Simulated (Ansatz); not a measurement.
Cost and result for the atomization energy of ClH$_{3}$S$_{2}$Si, SMILES `S[SiH](S)Cl` (7 atoms, 6 bonds).

| atom | x (Å) | y (Å) | z (Å) |
| --- | --- | --- | --- |
| S1 | -2.0023 | 0.0995 | -0.2405 |
| Si2 | 0.0920 | 0.1457 | 0.0710 |
| S3 | 0.8379 | -1.3185 | -1.2674 |
| Cl4 | 0.6540 | -0.3118 | 1.9938 |
| H5 | -2.1727 | 1.3599 | 0.1954 |
| H6 | 0.6086 | 1.5088 | -0.1701 |
| H7 | 1.9826 | -1.4836 | -0.5822 |

The species carries charge 0 and has multiplicity 1. Geometry: relaxed with PBE0-D4/def2-TZVP. It is one conformer, not always the lowest. Program: Ansatz. All runs use 2 threads of an Arm Neoverse V1 on a shared host. Times are those of one run each, without the atoms' runs, and a repeat can differ threefold. Electronic energies, without spin–orbit coupling; frozen cores. CCSD(T)/CBS adds CCSD(T) − MP2 in def2-TZVPP to the MP2 limit, and its time is that of the two runs behind it. T1 = 0.011.

CCSD(T)/CBS is a level of theory with its own doubt, some kJ/mol a heavy atom from the limit and from the frozen cores, so smaller differences don't rank the functionals.

```tsv
level	functions	wall time
CCSD(T)/def2-SVP	87	2.8 s
BLYP-D4/def2-TZVPP	210	3.4 s
PBE-D4/def2-TZVPP (with forces)	210	4 s
BHLYP-D4/def2-TZVPP	210	5.5 s
CAM-B3LYP-D4/def2-TZVPP	210	6 s
B2PLYP/def2-TZVPP	210	8 s
r2SCAN-D4/def2-TZVPP (with forces)	210	9 s
r2SCANh-D4/def2-TZVPP	210	10 s
B97M-V/def2-TZVPP	210	15 s
ωB97M-V/def2-TZVPP (with forces)	210	20 s
MP2/def2-QZVPP	370	23 s
CCSD(T)/def2-TZVPP	210	92 s
CCSD(T)/CBS(def2)	–	110 s
```

(1) What atomization energy does each give, and how far from CCSD(T)/CBS? (Best estimate.)

Answers

(1) Computed: 
```csv
level,atomization (kJ/mol),difference from CCSD(T)/CBS,per bond
CCSD(T)/def2-SVP,1907.1,-219.7,-36.6
BLYP-D4/def2-TZVPP,2081.0,-45.8,-7.6
PBE-D4/def2-TZVPP (with forces),2140.2,13.4,2.2
BHLYP-D4/def2-TZVPP,2052.6,-74.2,-12.4
CAM-B3LYP-D4/def2-TZVPP,2093.9,-32.9,-5.5
B2PLYP/def2-TZVPP,2068.1,-58.7,-9.8
r2SCAN-D4/def2-TZVPP (with forces),2137.3,10.5,1.8
r2SCANh-D4/def2-TZVPP,2124.2,-2.6,-0.4
B97M-V/def2-TZVPP,2161.1,34.3,5.7
ωB97M-V/def2-TZVPP (with forces),2143.8,17.0,2.8
MP2/def2-QZVPP,2132.1,5.3,0.9
CCSD(T)/def2-TZVPP,2045.6,-81.2,-13.5
CCSD(T)/CBS(def2),2126.8,0.0,0.0
```

At CCSD(T), def2-SVP lies −219.6 kJ/mol from the extrapolated value and def2-TZVPP −81.1 kJ/mol: correlation converges slowly with the basis, and small sets miss more of it in the bonded molecule than in its fragments. From PBE to PBE0 (25 % exact exchange), in def2-TZVPP and without D4, the atomization energy moves by −20.5 kJ/mol: exact exchange takes away binding that semilocal exchange gives to molecules. In def2-TZVPP, CCSD(T) changes the Hartree–Fock value by +530.1 kJ/mol (the triples alone add +40.3 kJ/mol) and MP2 by +568.9 kJ/mol; breaking electron pairs costs correlation energy, which Hartree–Fock lacks.
